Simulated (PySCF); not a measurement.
SMILES C([SiH2]F)[SiH2]F at its PBE0/def2-SVP optimised geometry (Å):

```
11

Si    -1.9070    -0.1700     0.0000
F     -2.4267    -0.8972     1.3600
C     -0.0426    -0.1700     0.0000
Si     0.8409     0.6372    -1.4296
F      2.4449     0.5081    -1.1862
H     -2.4442     1.2196     0.0000
H     -2.4449    -0.9393    -1.1567
H      0.2973    -1.2196     0.0593
H      0.2937     0.3292     0.9267
H      0.5133     2.0881    -1.5135
H      0.5232    -0.0458    -2.7150
```

Method: PBE0/def2-TZVP run with PySCF. Cells within 0.4 Å of a nucleus heavier than hydrogen are left out (blank, or x).

Map of the electrostatic potential (hartree/e), clipped to [-0.08, 0.12] on the plane z = 0.0 Å:

```
|2222222222222222222222222221111|
|2222222222222222222222222211111|
|2222222222222222222222222211111|
|2222222222222222222222222111111|
|2222222222222222222222222111111|
|2222222222222222222222221111111|
|2222222222222222232222221111111|
|2222223332223333333332221111111|
|2222235543333333344433221111111|
|2222369995433344455543211100111|
|2223499999554445677764211000011|
|2223599999976566789875210000001|
|2223599999999899999975310000001|
|2234699999999999999975210000000|
|2345999999999999999964210000000|
|23469999xx9999xxx99853210000001|
|23469999xx9999xxx99743210000001|
|2335999999999999999643210000011|
|2234799999999999999533211111111|
|2223589999999999999643211111111|
|2222347999997799999643221111111|
|1122234567765589998533222111111|
|1111222344444457875433222211111|
|1111122233333444544333222221111|
|1111112222333333433332222222111|
|1111112222223333333322222222211|
|1111112222222233332222222222221|
|1111112222222222222222222222222|
|1111122222222222222222222222222|
|1111122222222222222222222222222|
|1111222222222222222222222222222|
```
Scale: ten equal steps from -0.031 (start of '0') to 0.120 (end of '9'), in the order '0123456789'; x runs from -4.50 to 4.50, y from -4.50 (bottom) to 4.50 (top).
